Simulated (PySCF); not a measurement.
Trend along group 15: MCd cations

PBE0 with double-zeta basis sets in PySCF, for the lowest determinant that a PBE0 search found; no spin–orbit coupling. De refers to high-spin ground-configuration atoms (the charge goes to the atom of lower measured ionisation energy or higher electron affinity, which is not always the lowest computed limit). A positive dipole points towards Cd; it is taken about the centre of mass and depends on that origin.

```
 M     basis  charged atom  state (unpaired electrons)  Re (Å)  ωe (cm⁻¹)  De (eV)  μ (D)
 P  def2-SVP           Cd+              triplet (π ↑↑)   2.501        265     1.70   0.72
Sb  def2-SVP           Sb+              triplet (π ↑↑)   2.787        150     2.29   2.49
Bi  def2-SVP           Bi+              triplet (π ↑↑)   2.867        127      n/a   3.59
```

The shortest bond is that of CdP⁺ (2.501 Å), the longest that of CdBi⁺ (2.867 Å).

Down a group the atoms grow and get heavier, so bonds lengthen and wavenumbers fall; this series shows no clear exception.

Spin–orbit coupling is left out, which matters for elements this heavy, above all for dissociation energies. For an ion De counts to the pair picked by the measured ionisation energies or electron affinities, which need not be the lowest pair at this level. States were picked by a PBE0 search and need not be the measured ground states.
